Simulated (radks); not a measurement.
Results of a calculation; reference values are marked as such.
Task: The selenium anion Se2-, [Kr], held by a Watson sphere: a shell of charge +2.82 at radius R that stands for the Madelung well of a crystal (potential energy -2.82/R inside, -2.82/r outside, in hartree with lengths in bohr). Code: a radial shooting solver on a logarithmic mesh with Libxc functionals. Model: scalar-relativistic Kohn-Sham, LB94 model potential, spin-polarised, spherical densities, point nucleus. Response by self-consistent Sternheimer equations with the Hartree and adiabatic LDA kernel, the relativistic mass of each level held fixed and spin-orbit coupling left out. The sphere does not respond.

| R (bohr) | e(3d) (eV) | e(4s) (eV) | e(4p) (eV) | <r> 4p (bohr) | sum of <r^2> (bohr^2) | X-ray form factor at sin(theta)/lambda = 0.3 1/angstrom | alpha (bohr^3) |
|---|---|---|---|---|---|---|---|
| 2.74 | -66.896 | -28.234 | -17.790 | 2.324 | 53.77 | 23.237 | 30.15 |
| 4.31 | -62.390 | -22.672 | -12.440 | 2.624 | 66.19 | 23.313 | 68.24 |
| 4.39 | -62.201 | -22.465 | -12.228 | 2.634 | 66.70 | 23.314 | 70.67 |
| 4.81 | -61.267 | -21.457 | -11.194 | 2.684 | 69.21 | 23.318 | 84.22 |

Estimate the row for R = 2.6 bohr.

Result: e(3d) (eV) -67.388; e(4s) (eV) -28.918; e(4p) (eV) -18.381; <r> 4p (bohr) 2.287; sum of <r^2> (bohr^2) 52.41; X-ray form factor at sin(theta)/lambda = 0.3 1/angstrom 23.229; alpha (bohr^3) 27.71.
